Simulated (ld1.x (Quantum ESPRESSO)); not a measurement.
## phosphorus (P), ultrasoft: configuration errors across variants

* Element: P (Z = 15)
* Generator: ld1.x (Quantum ESPRESSO) 7.5
* Type: ultrasoft
* Functional: BLYP
* Relativity: scalar-relativistic
* Frozen core: [Ne]
* Valence charge: 5
* Reference configuration: 3s2 3p1 (charge +2)
* Partial waves: 3s (bound): rcut 1.20, rcutus 1.45 bohr; 3s channel at 0.4 Ry: rcut 1.20, rcutus 1.45 bohr; 3p (bound): rcut 1.55, rcutus 1.70 bohr; 3p channel at -1.45 Ry: rcut 1.55, rcutus 1.70 bohr; 3d channel at -0.05 Ry: rc 1.60 bohr
* Local potential: the d channel
* Core correction: a·sin(br)/r model core inside 0.90 bohr
* Augmentation charge: PSQ, radius 1.20 bohr

All-electron excitation energies from the reference (eV): (1) 3s2 3p3 -28.588; (2) 3s2 3p2 -19.012; (3) 3s2 3p0 29.670; (4) 3s1 3p3 -9.881; (5) 3s1 3p0 81.742; (6) 3s2 3p3.3 -29.851; (7) 3s1 3p4 -20.033.

3 further variants failed, have other tests or too few solved ones, and are left out.

A true bound ghost makes a file unfit for plane-wave use even where its test errors are small: the radial tests pick states by their node count and pass the ghost by.

Errors AE − PS in meV (a dash: test not solved or not reliable):

```csv
change,(1),(2),(3),(4),(5),(6),(7),bound ghosts
base,+7.7,+3.5,+2.9,+6.2,-9.1,+8.4,+11,none
"all radii but the core radius scaled by about 0.91 (s 1.32, p 1.56, d 1.46 bohr, rcut 1.10/1.42/1.46); augmentation PSQ, radius 1.10 bohr",+4.4,+2.0,-1.0,+6.1,-29,+5.0,+10,s
"all radii but the core radius scaled by about 1.14 (s 1.66, p 1.94, d 1.82 bohr, rcut 1.36/1.76/1.82); augmentation PSQ, radius 1.36 bohr",+9.4,+4.4,+5.6,+6.0,+12,+10,+12,none
"all radii but the core radius scaled by about 1.24 (s 1.80, p 2.10, d 1.98 bohr, rcut 1.48/1.92/1.98); augmentation PSQ, radius 1.48 bohr",+11,+5.2,+8.0,+5.9,+28,+12,+12,none
"all radii but the core radius scaled by about 1.32 (s 1.92, p 2.24, d 2.12 bohr, rcut 1.58/2.04/2.12); augmentation PSQ, radius 1.58 bohr",+13,+6.2,+11,+5.8,+41,+14,+13,none
```

(1) Give the same row for: all radii but the core radius scaled by about 1.07 (s 1.56, p 1.82, d 1.72 bohr, rcut 1.28/1.66/1.72); augmentation PSQ, radius 1.28 bohr.

Results:

(1) +8.2, +3.8, +3.8, +6.1, -0.3, +9.0, +11; bound ghosts: none.
